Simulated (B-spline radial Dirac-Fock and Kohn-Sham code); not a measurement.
Total conversion coefficients of S against transition energy

These are calculated numbers from a radial atomic solver; the model is a Dirac-Hartree-Slater potential of the neutral atom with a Latter tail (no hole, which puts coefficients of high multipoles low close above an edge), finite nucleus with surface currents. Subshells within 1 keV of threshold and pair formation are left out.

```
energy (keV)        E1        E2        E3        E4        M1        M4
        11.6      10.2       729     49100  3.85e+06      2.22    907000
          12      9.21       644     42100  3.17e+06      2.01    751000
          13      7.27       480     29200  2.00e+06      1.59    481000
        13.4      6.64       430     25400  1.68e+06      1.46    406000
        14.6      5.14       313     17100  1.03e+06      1.14    252000
        19.6      2.11       103      4400    194000     0.491     48900
          20      1.98      95.5      4000    173000     0.464     43700
        33.3     0.412      13.3       362      9740     0.112      2600
        33.7     0.397      12.7       342      9100     0.108      2440
          50     0.115      2.65      51.3       965    0.0372       283
        55.2    0.0842      1.79      31.8       548    0.0286       166
         100    0.0127     0.164      1.78      18.4   0.00610      7.21
         200   0.00143    0.0104    0.0640     0.375   0.00110     0.227
         203   0.00137   0.00981    0.0597     0.346   0.00106     0.211
         213   0.00118   0.00813    0.0476     0.266  0.000949     0.168
         260  0.000643   0.00377    0.0190    0.0909  0.000594    0.0662
         340  0.000292   0.00139   0.00572    0.0225  0.000321    0.0198
         500  0.000102  0.000363   0.00114   0.00346  0.000138   0.00391
         559  7.68e-05  0.000253  0.000741   0.00209  0.000109   0.00251
         722  4.20e-05  0.000116  0.000292  0.000708  6.43e-05  0.000954
         724  4.17e-05  0.000115  0.000289  0.000700  6.40e-05  0.000945
         936  2.42e-05  5.74e-05  0.000125  0.000264  3.87e-05  0.000384
        1000  2.13e-05  4.86e-05  0.000102  0.000209  3.41e-05  0.000308
        1080  1.84e-05  4.03e-05  8.18e-05  0.000161  2.95e-05  0.000239
        1160  1.61e-05  3.41e-05  6.68e-05  0.000128  2.58e-05  0.000191
        1710  8.46e-06  1.50e-05  2.51e-05  4.10e-05  1.30e-05  6.08e-05
        1920  7.11e-06  1.20e-05  1.93e-05  3.04e-05  1.07e-05  4.45e-05
        1960  6.90e-06  1.16e-05  1.85e-05  2.89e-05  1.04e-05  4.21e-05
        2000  6.70e-06  1.11e-05  1.77e-05  2.75e-05  1.00e-05  4.00e-05
```

Question: How fast do they fall between 1920 and 2000 keV?

Answer: As powers of the energy: E1 E^-1.46, E2 E^-1.84, E3 E^-2.17, E4 E^-2.49, M1 E^-1.64, M4 E^-2.62. Within one type (E or M) the higher multipoles fall faster.
